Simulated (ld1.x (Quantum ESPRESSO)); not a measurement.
## u(r) = r·R(r): atom against pseudo-atom (magnesium (Mg))

Columns: radius, all-electron u(r) and pseudo u(r) of the 3p shell (level -1.34 eV) of magnesium in the configuration [He] 2s2 2p6 3s2 3p0; PBE, non-relativistic, PAW scheme, ld1.x (Quantum ESPRESSO) 7.5.

```json
{"r (bohr)": "0.150", "all-electron": "0.0799", "pseudo": "0.0493"}
{"r (bohr)": "0.300", "all-electron": "0.1480", "pseudo": "0.1566"}
{"r (bohr)": "0.450", "all-electron": "0.1580", "pseudo": "0.2365"}
{"r (bohr)": "0.600", "all-electron": "0.1289", "pseudo": "0.2309"}
{"r (bohr)": "0.750", "all-electron": "0.0799", "pseudo": "0.1502"}
{"r (bohr)": "0.900", "all-electron": "0.0226", "pseudo": "0.0484"}
{"r (bohr)": "1.050", "all-electron": "-0.0365", "pseudo": "-0.0332"}
{"r (bohr)": "1.200", "all-electron": "-0.0939", "pseudo": "-0.0939"}
{"r (bohr)": "1.350", "all-electron": "-0.1480", "pseudo": "-0.1480"}
{"r (bohr)": "1.500", "all-electron": "-0.1977", "pseudo": "-0.1977"}
{"r (bohr)": "1.650", "all-electron": "-0.2430", "pseudo": "-0.2430"}
{"r (bohr)": "1.800", "all-electron": "-0.2838", "pseudo": "-0.2838"}
{"r (bohr)": "1.950", "all-electron": "-0.3205", "pseudo": "-0.3205"}
{"r (bohr)": "2.100", "all-electron": "-0.3532", "pseudo": "-0.3532"}
{"r (bohr)": "2.250", "all-electron": "-0.3818", "pseudo": "-0.3818"}
{"r (bohr)": "2.400", "all-electron": "-0.4063", "pseudo": "-0.4063"}
{"r (bohr)": "2.550", "all-electron": "-0.4268", "pseudo": "-0.4268"}
{"r (bohr)": "2.700", "all-electron": "-0.4435", "pseudo": "-0.4435"}
{"r (bohr)": "2.850", "all-electron": "-0.4566", "pseudo": "-0.4566"}
{"r (bohr)": "3.000", "all-electron": "-0.4663", "pseudo": "-0.4663"}
{"r (bohr)": "3.150", "all-electron": "-0.4730", "pseudo": "-0.4730"}
{"r (bohr)": "3.300", "all-electron": "-0.4770", "pseudo": "-0.4770"}
{"r (bohr)": "3.450", "all-electron": "-0.4785", "pseudo": "-0.4785"}
{"r (bohr)": "3.600", "all-electron": "-0.4777", "pseudo": "-0.4777"}
{"r (bohr)": "3.750", "all-electron": "-0.4750", "pseudo": "-0.4750"}
{"r (bohr)": "3.900", "all-electron": "-0.4707", "pseudo": "-0.4707"}
```

(1) How many radial nodes do the two functions have?

(2) At about which radius was the pseudo-wave matched?

(3) Is the pseudo-wave norm-conserving?

## Answers

(1) The all-electron 3p function has n − l − 1 = 1; the pseudo-wave has 1, since 1 lower shell of the same l stays in the valence.

(2) 1.25 bohr, where the columns begin to agree (steps of 0.15 bohr).

(3) No, it belongs to a PAW set: the norm inside the radius is not constrained, and the difference is carried by the augmentation charge.
